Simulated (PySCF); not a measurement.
## Correlation energy of In (indium, neutral)

[Kr] 4d10 5s1 5p2, high-spin 4P determinant (an excited configuration). Calculation: PySCF 2.14, in aug-cc-pVTZ-PP with one added diffuse shell each of d, f type with ECP28MDF (6s5p5d3f, 67 functions); a scalar-relativistic core potential. Frozen: 4s2 4p6 4d10; 3 electrons correlated.

```json
{"level": "CCSD", "correlation energy (mhartree)": "-10.78"}
{"level": "(T)", "correlation energy (mhartree)": "-0.09"}
{"level": "CCSD(T)", "correlation energy (mhartree)": "-10.87"}
```

Diagnostics: T1 = 0.0043, D1 = 0.0073, largest double amplitude 0.041.

Cost of the coupled-cluster step: about 2.2 core-seconds, for 3 correlated electrons.
